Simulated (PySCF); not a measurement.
Structure with atom numbers: `[CH2:1]1[CH2:2][P@@H+:3]2[CH2:4][CH2:5][C@H:6]1[CH2:7][CH2:8]2` (H(Xn): hydrogen on atom n).

Geometry: PBE0-D3(BJ)/def2-SVP; GIAO shifts from PySCF 2.14.0 with density-fitted response routines, gas phase, non-relativistic, averaged over equivalent atoms.

At PBE0/pcSseg-1 (213 basis functions, 48 s wall time on 1 thread of an Arm Neoverse V2, shared host):
```tsv
atoms	δ (ppm)
C1/C5/C7	25.0
C6	21.9
C2/C4/C8	12.8
P3	-40.5
H(P3)	5.65
H(C1)/H(C5)/H(C7)	2.23
H(C2)/H(C4)/H(C8)	2.22
H(C6)	1.89
```

δ = σ(ref) − σ, references computed at the same level: ¹³C (σ = 184.41 ppm) and ¹H (σ = 31.27 ppm) against TMS; ³¹P (σ = 310.13 ppm) vs H3PO4.

Task: What do these become at KT3/pcSseg-1?

Result: 
```json
{"atoms": "C1/C5/C7", "δ at KT3/pcSseg-1": "27.5", "change": "+2.5"}
{"atoms": "C6", "δ at KT3/pcSseg-1": "24.9", "change": "+3.0"}
{"atoms": "C2/C4/C8", "δ at KT3/pcSseg-1": "15.1", "change": "+2.3"}
{"atoms": "P3", "δ at KT3/pcSseg-1": "-33.5", "change": "+7.0"}
{"atoms": "H(P3)", "δ at KT3/pcSseg-1": "5.58", "change": "-0.07"}
{"atoms": "H(C1)/H(C5)/H(C7)", "δ at KT3/pcSseg-1": "2.34", "change": "+0.11"}
{"atoms": "H(C2)/H(C4)/H(C8)", "δ at KT3/pcSseg-1": "2.33", "change": "+0.11"}
{"atoms": "H(C6)", "δ at KT3/pcSseg-1": "1.97", "change": "+0.08"}
```

Scale: ¹³C (σ = 182.31 ppm) and ¹H (σ = 31.32 ppm) against TMS; ³¹P (σ = 332.35 ppm) against H3PO4 (reference shieldings calculated alike).

The largest change is at P3 (phosphorus bonded to 3 C, H, in a 6-membered ring). Cost: 213 basis functions, 52 s wall time on 1 thread of an Arm Neoverse V2, shared host. The order of the carbon signals is the same at both levels.

Experimental scales use liquid or dissolved standards, which lie at an offset from isolated H3PO4.
